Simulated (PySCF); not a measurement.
CH12GeSi3 (SMILES [CH3][Ge]([SiH3])([SiH3])[SiH3]), singlet, geometry from GFN2-xTB, atoms displaced at random by about 0.08 Å a coordinate; DF-PBE/STO-3G, gradient (PySCF).

PySCF was given this input:
```python
from pyscf import gto, scf, dft

mol = gto.M(
    atom='''
C    -0.085232   -0.322618    2.197304
Ge    0.064053   -0.092773    0.052221
Si    0.024111    2.306444   -0.150050
Si   -1.958756   -1.092449   -0.765326
Si    2.106243   -0.907196   -0.479823
H    -1.116907    0.079729    2.464528
H    -0.182220   -1.396969    2.409890
H     0.572257    0.116730    2.532073
H     0.159634    2.725298   -1.527346
H    -1.440391    2.936989    0.445811
H     1.055901    3.105845    0.869323
H    -3.192661   -0.601401   -0.276001
H    -1.946098   -2.587785   -0.380945
H    -1.916857   -0.952377   -2.103361
H     2.150684   -2.393982   -0.237072
H     3.081264   -0.528106    0.228545
H     2.173494   -0.828407   -1.928204
''',
    basis='sto-3g',
    charge=0,
    spin=0,
    verbose=4,
)

mf = dft.RKS(mol)
mf.xc = 'pbe'
mf = mf.density_fit(auxbasis='def2-universal-jkfit')
mf.kernel()
g = mf.nuc_grad_method()
g.auxbasis_response = False
grad = g.kernel()
```

It wrote (shortened):

```
PySCF version 2.14.0

[INPUT] verbose = 4
[INPUT] num. atoms = 17
[INPUT] num. electrons = 92
[INPUT] charge = 0
[INPUT] spin (= nelec alpha-beta = 2S) = 0
[INPUT] symmetry False subgroup None
[INPUT] Mole.unit = angstrom
[INPUT] Symbol           X                Y                Z      unit          X                Y                Z       unit  Magmom
[INPUT]  1 C     -0.085232000000  -0.322618000000   2.197304000000 AA   -0.161065137049  -0.609659662855   4.152302772411 Bohr   0.0
[INPUT]  2 Ge     0.064053000000  -0.092773000000   0.052221000000 AA    0.121042627457  -0.175315561754   0.098683387951 Bohr   0.0
[INPUT]  3 Si     0.024111000000   2.306444000000  -0.150050000000 AA    0.045563186589   4.358547481646  -0.283553404991 Bohr   0.0
[INPUT]  4 Si    -1.958756000000  -1.092449000000  -0.765326000000 AA   -3.701512384849  -2.064429415055  -1.446256536009 Bohr   0.0
[INPUT]  5 Si     2.106243000000  -0.907196000000  -0.479823000000 AA    3.980222421782  -1.714351981301  -0.906734058267 Bohr   0.0
[INPUT]  6 H     -1.116907000000   0.079729000000   2.464528000000 AA   -2.110648336610   0.150665974185   4.657282946322 Bohr   0.0
[INPUT]  7 H     -0.182220000000  -1.396969000000   2.409890000000 AA   -0.344345894418  -2.639888814508   4.554032090328 Bohr   0.0
[INPUT]  8 H      0.572257000000   0.116730000000   2.532073000000 AA    1.081409002865   0.220587730520   4.784924497406 Bohr   0.0
[INPUT]  9 H      0.159634000000   2.725298000000  -1.527346000000 AA    0.301664540169   5.150066827825  -2.886265637450 Bohr   0.0
[INPUT] 10 H     -1.440391000000   2.936989000000   0.445811000000 AA   -2.721944502288   5.550104840860   0.842460693318 Bohr   0.0
[INPUT] 11 H      1.055901000000   3.105845000000   0.869323000000 AA    1.995363704654   5.869196435350   1.642782383785 Bohr   0.0
[INPUT] 12 H     -3.192661000000  -0.601401000000  -0.276001000000 AA   -6.033254898580  -1.136483181040  -0.521566300106 Bohr   0.0
[INPUT] 13 H     -1.946098000000  -2.587785000000  -0.380945000000 AA   -3.677592231564  -4.890204919258  -0.719881718522 Bohr   0.0
[INPUT] 14 H     -1.916857000000  -0.952377000000  -2.103361000000 AA   -3.622334749955  -1.799731697335  -3.974776231091 Bohr   0.0
[INPUT] 15 H      2.150684000000  -2.393982000000  -0.237072000000 AA    4.064203740484  -4.523970327139  -0.448001151803 Bohr   0.0
[INPUT] 16 H      3.081264000000  -0.528106000000   0.228545000000 AA    5.822745077482  -0.997975704740   0.431887457139 Bohr   0.0
[INPUT] 17 H      2.173494000000  -0.828407000000  -1.928204000000 AA    4.107308393385  -1.565462349673  -3.643777472291 Bohr   0.0

nuclear repulsion = 649.16168640866
number of shells = 38
number of NR pGTOs = 186
number of NR cGTOs = 62
basis = sto-3g
ecp = {}

******** <class 'pyscf.df.df_jk.DFRKS'> ********
method = DFRKS
initial guess = minao
damping factor = 0
level_shift factor = 0
DIIS = <class 'pyscf.scf.diis.CDIIS'>
diis_start_cycle = 1
diis_space = 8
diis_damp = 0
SCF conv_tol = 1e-09
SCF conv_tol_grad = None
SCF max_cycles = 50
direct_scf = False
XC library pyscf.dft.libxc version 7.1.2
    S. Lehtola, C. Steigemann, M. J. T. Oliveira, and M. A. L. Marques,  SoftwareX 7, 1–5 (2018)
XC functionals = pbe
    J. P. Perdew, K. Burke, and M. Ernzerhof,  Phys. Rev. Lett. 77, 3865 (1996)
    J. P. Perdew, K. Burke, and M. Ernzerhof,  Phys. Rev. Lett. 78, 1396 (1997)
    J. P. Perdew, K. Burke, and M. Ernzerhof,  Phys. Rev. Lett. 77, 3865 (1996)
    J. P. Perdew, K. Burke, and M. Ernzerhof,  Phys. Rev. Lett. 78, 1396 (1997)
radial grids:
    Treutler-Ahlrichs [JCP 102, 346 (1995); DOI:10.1063/1.469408] (M4) radial grids

becke partition: Becke, JCP 88, 2547 (1988); DOI:10.1063/1.454033
pruning grids: <function nwchem_prune>
grids dens level: 3
symmetrized grids: False
atomic radii adjust function: <function treutler_atomic_radii_adjust>
small_rho_cutoff = 0
Set gradient conv threshold to 3.16228e-05
Initial guess from minao.
tot grids = 210000
init E= -2952.39670946
  HOMO = -0.440037376067187  LUMO = -0.235336169465482  gap/eV = 5.57020
cycle= 1 E= -2955.01883323505  delta_E= -2.62  |g|=  0.7  |ddm|= 4.46
  HOMO = 0.257845520125961  LUMO = 0.291033793816632  gap/eV = 0.90310
cycle= 2 E= -2895.03148694692  delta_E=   60  |g|= 8.98  |ddm|= 11.3
  HOMO = -0.125247714191518  LUMO = 0.135317796079372  gap/eV = 7.09035
cycle= 3 E= -2955.23470777344  delta_E= -60.2  |g|= 0.257  |ddm|= 11.2
  HOMO = -0.0997937721965987  LUMO = 0.113566517447672  gap/eV = 5.80583
cycle= 4 E= -2955.25654053084  delta_E= -0.0218  |g|= 0.14  |ddm|= 0.675
  HOMO = -0.0738071085090752  LUMO = 0.113640031638754  gap/eV = 5.10070
cycle= 5 E= -2955.26200222354  delta_E= -0.00546  |g|= 0.0747  |ddm|=  0.3
  HOMO = -0.0641553187336718  LUMO = 0.119076820114714  gap/eV = 4.98600
cycle= 6 E= -2955.26423705795  delta_E= -0.00223  |g|= 0.011  |ddm|= 0.124
  HOMO = -0.0621168955141369  LUMO = 0.119256828064446  gap/eV = 4.93543
cycle= 7 E= -2955.26427454326  delta_E= -3.75e-05  |g|= 0.00626  |ddm|= 0.0269
  HOMO = -0.0606491263981906  LUMO = 0.119586584525638  gap/eV = 4.90446
cycle= 8 E= -2955.26429169629  delta_E= -1.72e-05  |g|= 0.00114  |ddm|= 0.0131
  HOMO = -0.0606157475016043  LUMO = 0.119547462160473  gap/eV = 4.90249
cycle= 9 E= -2955.26429234106  delta_E= -6.45e-07  |g|= 0.00022  |ddm|= 0.00266
  HOMO = -0.060635472150591  LUMO = 0.119557635837174  gap/eV = 4.90330
cycle= 10 E= -2955.26429236154  delta_E= -2.05e-08  |g|= 5.21e-05  |ddm|= 0.000472
  HOMO = -0.0606494589876867  LUMO = 0.119555136786172  gap/eV = 4.90362
cycle= 11 E= -2955.26429236278  delta_E= -1.24e-09  |g|= 6.68e-06  |ddm|= 0.000124
  HOMO = -0.0606490599764651  LUMO = 0.119555328250153  gap/eV = 4.90361
cycle= 12 E= -2955.26429236283  delta_E= -5e-11  |g|= 1.53e-06  |ddm|= 1.84e-05
  HOMO = -0.060648418531592  LUMO = 0.119555445971672  gap/eV = 4.90360
Extra cycle  E= -2955.2642923628  delta_E= 2.5e-11  |g|= 1.77e-06  |ddm|= 7.55e-06
converged SCF energy = -2955.2642923628

******** <class 'pyscf.df.grad.rks.Gradients'> for <class 'pyscf.df.df_jk.DFRKS'> ********
unit = Eh/Bohr
grid_response = False
--------------- DFRKS gradients ---------------
         x                y                z
0 C     0.3272559458     0.1789976522     0.2143007760
1 Ge     0.0246835122    -0.0171573898    -0.0546751809
2 Si     0.0321579393    -0.0255811407    -0.0786182626
3 Si    -0.0502082590     0.0391123768    -0.0743334009
4 Si     0.1237857345     0.0840391399     0.0702550291
5 H    -0.0299184339    -0.0003297020     0.0018611447
6 H    -0.0156351599    -0.0012267815    -0.0041956306
7 H    -0.2850131380    -0.1842355232    -0.1578348380
8 H    -0.0036797080    -0.0047601492     0.0048962800
9 H    -0.0580933820     0.0290191525     0.0292974091
10 H     0.0319547322     0.0332225534     0.0436862580
11 H     0.0152973984    -0.0135609155    -0.0089016551
12 H    -0.0005265977    -0.0330413377     0.0118129145
13 H     0.0028736867    -0.0032862916     0.0662828114
14 H     0.0049590006    -0.0195558923     0.0032160148
15 H    -0.1067694235    -0.0549841105    -0.0685005834
16 H    -0.0133930776    -0.0070594533     0.0011641284
----------------------------------------------
```
